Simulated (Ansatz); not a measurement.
Born–Oppenheimer molecular dynamics of GeH₆O (8 atoms, charge 0, multiplicity 1). It starts at the highest image of a converged band. Of that band: Neighbouring images differ by up to 1.7 eV, so the band resolves the path poorly. A vibrational analysis at the climbing image gives one clearly imaginary mode, 1451i cm⁻¹: a first-order saddle point.

These are results of Ansatz, RKS B3LYP-D4/def2-mTZVP, not measurements.

| Quantity | Value |
| --- | --- |
| ensemble | NVE (velocity Verlet) |
| time step | 0.5 fs |
| steps asked | 200 |
| starting velocities drawn for | 300 K |
| seed | 7820 |

First frame:

```xyz
8
Properties=species:S:1:pos:R:3
Ge 0.097 -0.071 -0.066
O 0.090 -0.177 1.969
H -0.793 -0.250 2.373
H 1.470 0.278 -0.655
H -0.711 1.256 0.052
H -0.776 -1.029 -0.893
H 0.895 -1.702 0.722
H 0.535 -1.190 1.635
```

(1) How far do the bonds stretch over the last three quarters of this one trajectory? (Pairs bonded in most of those frames.)

## Answers

(1) 
| bond | mean (Å) | spread (Å) | shortest | longest |
| --- | --- | --- | --- | --- |
| Ge1–H4 | 1.545 | 0.017 | 1.51 | 1.58 |
| Ge1–H5 | 1.537 | 0.021 | 1.50 | 1.57 |
| Ge1–H6 | 1.548 | 0.012 | 1.52 | 1.57 |
| Ge1–H7 | 1.544 | 0.064 | 1.44 | 1.64 |
| O2–H3 | 0.975 | 0.038 | 0.91 | 1.04 |
| O2–H8 | 0.973 | 0.032 | 0.92 | 1.04 |

Mean temperature of the second half: 2671 K. The conserved energy stayed within 0.31 meV per atom of its start (net change -0.07 meV per atom), so the integration is sound. The kinetic energy rose, since the run started high on the potential surface and went downhill. It ends in pieces (GeH4 + H2O), so much of that is their flight and rotation, not heat. A run of 0.1 ps of so small a system gives no equilibrium averages. The orbitals stay closed-shell, which can raise the energy where a bond breaks towards radicals; this wasn't checked here.

The run took 8.5 min on 1 thread of Arm Neoverse V1, with other jobs on the host, peak memory 0.17 GiB.
